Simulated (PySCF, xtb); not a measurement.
CH₃F₃OSi, SMILES OC[Si](F)(F)F.

GFN2-xTB (xtb) at its own geometry gives an orbital gap of 6.78 eV and a dipole moment of 1.99 D.

Coordinates come from a PBE0-D3(BJ)/def2-SVP optimisation. One conformer was computed; it need not be the lowest.

**Question.** What does PySCF with PBE/def2-TZVP give? (The exact figures need the calculation; the answer reports its results.)

**Answer.** gap 6.07 eV (levels -6.74 and -0.67 eV), dipole 1.79 D.
